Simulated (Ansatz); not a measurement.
Species: C$_{8}$H$_{9}$FSi, SMILES `c1(c(cc(cc1)F)C=C)[SiH3]` (C–C–C–C torsion 20°) (charge 0, multiplicity 1), formula C$_{8}$H$_{9}$FSi.

How many basis functions does frozen-core CCSD(T)/cc-pVDZ // PBE0-D3(BJ)/def2-SVP (Ansatz, a first-principles code) use, how many core orbitals are frozen, and how many electrons are correlated?

189 basis functions and 14 frozen orbitals, which leaves 52 correlated electrons. Core time is of the order of minutes.
